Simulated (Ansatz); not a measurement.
Mulliken charges of AlCl2H3Si (`[SiH3][Al]([Cl])[Cl]`) from B3LYP/def2-TZVPP in Ansatz (PBE0-D4/def2-TZVP geometry).

| atom | x (Å) | y (Å) | z (Å) | charge (e) |
| --- | --- | --- | --- | --- |
| Si1 | -0.435 | 1.000 | -0.278 | 0.051 |
| Al2 | 0.498 | -1.172 | 0.296 | 0.544 |
| Cl3 | 2.290 | -1.319 | 1.363 | -0.233 |
| Cl4 | -0.432 | -2.965 | -0.245 | -0.229 |
| H5 | -1.710 | 0.854 | -1.028 | -0.042 |
| H6 | -0.688 | 1.781 | 0.963 | -0.046 |
| H7 | 0.538 | 1.753 | -1.116 | -0.046 |

Problem. By hand: the dipole of these point charges (1 e Å = 4.8032 D).

Solution. Σ q r = (-0.107, 0.201, -0.064) e Å, of length 0.237 e Å = 1.14 D.

Problem. How does the dipole of the full density compare? (Estimate.)

Solution. Ansatz gave: (-0.125, 0.264, -0.075) e Å, 1.45 D; the point charges give 0.79 times that, at 3° from its direction.

Point charges leave out the atoms' own dipoles, such as those of lone pairs, and Mulliken's split depends on the basis, so the two needn't agree.

B3LYP here is the variant with VWN-RPA as its local correlation; programs differ in this.
